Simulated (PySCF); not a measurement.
Gas-phase thermal properties of CaBr

Energies from PySCF (xtb for GFN2), thermal terms from the rigid-rotor harmonic-oscillator model, ideal gas at 1 bar. Table values come from the NASA 1993 polynomials. 6-31G* has spherical d functions here. Open shells (unrestricted): CaBr (multiplicity 2). GFN2 has no spin-polarisation term. B3LYP is the form with VWN-RPA correlation. Br: all electrons, no relativistic terms. The harmonic model lacks anharmonicity and excited electronic states, which grow with temperature; levels with a mode under 35 cm⁻¹ are left out. The table's entry may be an old estimate for CaBr (not checked at source).

| level | point group | σ | ZPE (kJ/mol) | S°298 (J/mol/K) | Cp298 (J/mol/K) | S°1000 (J/mol/K) | H1000 − H298 (kJ/mol) |
|---|---|---|---|---|---|---|---|
| table | - | - | - | 252.9 | 36.4 | 298.0 | 26.2 |
| B3LYP/6-31G* | C∞v | 1 | 1.6 | 254.4 | 36.4 | 299.2 | 26.0 |
| GFN2-xTB | C∞v | 1 | 1.3 | 255.1 | 36.7 | 300.0 | 26.1 |
| HF/6-31G* | C∞v | 1 | 1.6 | 254.5 | 36.4 | 299.2 | 26.0 |
| PBE/def2-SVP | C∞v | 1 | 1.7 | 252.7 | 36.2 | 297.4 | 26.0 |
| PBE0/def2-TZVP | C∞v | 1 | 1.7 | 253.0 | 36.2 | 297.7 | 26.0 |
σ: rotational symmetry number. Electronic degeneracy used: 2. Frequencies are unscaled.
